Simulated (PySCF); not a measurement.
C₃H₅NOSi, SMILES O[Si@@H]1C=CC=N1.

The structure is a stationary point at PBE0-D3(BJ)/def2-SVP. The structure was generated by enumeration; whether it is a known compound was not checked. Other conformers were not sampled.

Calculation: TDA-CAM-B3LYP/def2-SVPD (PySCF).

Vertical excitations. The molecule is in vacuum.

```csv
state,energy (eV),λ (nm),f,main pairs
S1,3.68,337,0.001,HOMO→LUMO 94 %
S2,5.09,244,0.055,HOMO−1→LUMO 87 %
S3,5.59,222,0.020,HOMO−2→LUMO 88 %
S4,6.96,178,0.018,"HOMO−3→LUMO 62 %, HOMO→LUMO+3 12 %"
S5,7.05,176,0.003,"HOMO→LUMO+3 44 %, HOMO−3→LUMO 21 %, HOMO→LUMO+1 12 %, HOMO→LUMO+4 7 %"
S6,7.26,171,0.024,"HOMO→LUMO+1 61 %, HOMO→LUMO+2 13 %, HOMO→LUMO+4 11 %"
S7,7.42,167,0.059,"HOMO−4→LUMO 56 %, HOMO−1→LUMO+3 15 %"
S8,7.49,166,0.019,"HOMO−1→LUMO+1 50 %, HOMO−1→LUMO+2 33 %, HOMO−4→LUMO 9 %"
S9,7.54,164,0.004,"HOMO→LUMO+2 66 %, HOMO→LUMO+1 13 %"
S10,7.76,160,0.010,"HOMO−5→LUMO 58 %, HOMO−7→LUMO 15 %"
T1,3.03,409,0,"HOMO−1→LUMO 64 %, HOMO→LUMO 29 %"
T2,3.19,389,0,"HOMO→LUMO 63 %, HOMO−1→LUMO 29 %"
T3,4.95,250,0,HOMO−2→LUMO 77 %
T4,5.19,239,0,"HOMO−4→LUMO 39 %, HOMO−2→LUMO 13 %, HOMO−1→LUMO+3 10 %, HOMO−3→LUMO 8 %"
```
Triplets are in the Tamm–Dancoff approximation.
